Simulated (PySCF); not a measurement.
Species: C7H7N.
Geometry (PBE0-D3(BJ)/def2-SVP, Å), atoms numbered from 1 in this order:
```xyz
15
C7H7N angstrom
N      0.3466   -2.7300    1.5099
C      0.2267   -1.7633    0.8815
C      0.0672   -0.5715    0.0978
C     -1.3015   -0.2761   -0.5165
C     -1.3993    1.2236   -0.4502
C     -0.3570    1.7767    0.1817
C      0.6587    0.7606    0.5671
C      1.2872    0.0154   -0.5707
H     -2.1043   -0.7589    0.0661
H     -1.3811   -0.6656   -1.5453
H     -2.2351    1.7768   -0.8835
H     -0.2243    2.8441    0.3682
H      1.1969    0.8335    1.5155
H      2.2328   -0.4995   -0.3853
H      1.1593    0.4169   -1.5799
```

Computed with PySCF at PBE0/def2-SVPD, non-relativistic, on one gas-phase PBE0-D3(BJ)/def2-SVP geometry that isn't relaxed in the solvent. The solvent is an IEF-PCM continuum (cavity from Bondi-type radii × 1.2), and excitations are vertical TDDFT with non-equilibrium linear response and a frozen core. Only the electrostatic response of the medium enters.

Gas-phase singlets (H = HOMO, L = LUMO):

| state | E (eV) | λ (nm) | f | leading configurations |
| --- | --- | --- | --- | --- |
| S1 | 6.295 | 197 | 0.116 | H→L 88% |
| S2 | 6.685 | 185 | 0.025 | H-1→L 79% |
| S3 | 6.808 | 182 | 0.011 | H→L+1 95% |
| S4 | 6.954 | 178 | 0.013 | H→L+2 46%, H→L+3 36% |
| S5 | 7.034 | 176 | 0.013 | H→L+2 47%, H→L+3 33% |

Problem. Give the list for dichloromethane (ε = 8.93), n² = 2.03.

Solution. 
```
state  E (eV)  λ (nm)      f  leading configurations  change by rank (eV)
   S1   6.169     201  0.144                 H→L 91%               -0.126
   S2   6.564     189  0.006               H→L+1 83%               -0.121
   S3   6.741     184  0.013    H→L+2 50%, H-1→L 43%               -0.067
   S4   6.768     183  0.053    H→L+2 30%, H-1→L 25%               -0.186
   S5   6.814     182  0.022               H→L+3 87%               -0.220
```

Problem. Give the list for methanol (ε = 32.61), n² = 1.77.

Solution. 
```json
{"state": "S1", "E (eV)": "6.158", "λ (nm)": "201", "f": "0.130", "leading configurations": "H→L 90%", "change by rank (eV)": "-0.137"}
{"state": "S2", "E (eV)": "6.518", "λ (nm)": "190", "f": "0.006", "leading configurations": "H→L+1 87%", "change by rank (eV)": "-0.167"}
{"state": "S3", "E (eV)": "6.720", "λ (nm)": "185", "f": "0.026", "leading configurations": "H→L+2 66%, H-1→L 26%", "change by rank (eV)": "-0.088"}
{"state": "S4", "E (eV)": "6.761", "λ (nm)": "183", "f": "0.045", "leading configurations": "H-1→L 43%, H→L+2 14%", "change by rank (eV)": "-0.193"}
{"state": "S5", "E (eV)": "6.809", "λ (nm)": "182", "f": "0.018", "leading configurations": "H→L+3 89%", "change by rank (eV)": "-0.225"}
```

Problem. The ground-state energy changes by -0.300 eV from gas to methanol. By how much does the total energy of gas-phase S1 change?

Solution. E(S1) = E(S0) + excitation energy, so it changes by -0.300 − 0.137 = -0.437 eV: it is lowered more than the ground state, which is what a red shift means. This is the vertical state, with the slow part of the continuum still set for S0.

Problem. How do the frontier levels move from gas to methanol?

Solution. 
```json
{"orbital": "LUMO+2", "gas (eV)": "0.72", "solvent (eV)": "0.66", "change (eV)": "-0.06", "Löwdin shares, gas": "N1 25 %, C2 22 %, C7 11 %, C3 9 %", "Löwdin shares, solvent": "N1 31 %, C2 28 %, C3 7 %, C6 7 %"}
{"orbital": "LUMO+1", "gas (eV)": "0.56", "solvent (eV)": "0.56", "change (eV)": "0.00", "Löwdin shares, gas": "C2 14 %, C8 11 %, C5 9 %, C6 8 %", "Löwdin shares, solvent": "N1 32 %, C2 28 %, C8 10 %, C3 9 %"}
{"orbital": "LUMO", "gas (eV)": "-0.36", "solvent (eV)": "-0.09", "change (eV)": "+0.27", "Löwdin shares, gas": "C5 30 %, C6 30 %, C7 6 %, C4 6 %", "Löwdin shares, solvent": "C5 26 %, C6 25 %, N1 8 %, C7 7 %"}
{"orbital": "HOMO", "gas (eV)": "-7.40", "solvent (eV)": "-7.10", "change (eV)": "+0.30", "Löwdin shares, gas": "C5 30 %, C6 27 %, C7 10 %, C8 9 %", "Löwdin shares, solvent": "C5 30 %, C6 28 %, C7 10 %, C8 9 %"}
{"orbital": "HOMO-1", "gas (eV)": "-8.30", "solvent (eV)": "-8.25", "change (eV)": "+0.05", "Löwdin shares, gas": "N1 24 %, C3 20 %, C2 14 %, C8 12 %", "Löwdin shares, solvent": "C3 24 %, N1 19 %, C7 14 %, C8 12 %"}
{"orbital": "HOMO-2", "gas (eV)": "-9.28", "solvent (eV)": "-9.38", "change (eV)": "-0.10", "Löwdin shares, gas": "N1 38 %, C2 28 %, C4 7 %, C3 6 %", "Löwdin shares, solvent": "N1 26 %, C2 17 %, C8 12 %, C7 10 %"}
{"orbital": "HOMO-3", "gas (eV)": "-10.06", "solvent (eV)": "-9.91", "change (eV)": "+0.15", "Löwdin shares, gas": "N1 47 %, C2 12 %, C7 9 %, C5 7 %", "Löwdin shares, solvent": "C7 18 %, C5 16 %, C6 12 %, C4 12 %"}
```

The HOMO–LUMO gap goes from 7.04 to 7.01 eV. Rows go by rank; for HOMO-3, HOMO-2, HOMO-1, LUMO+1 and LUMO+2 the atom shares or the degeneracy differ between the runs, so the row needn't follow one orbital.
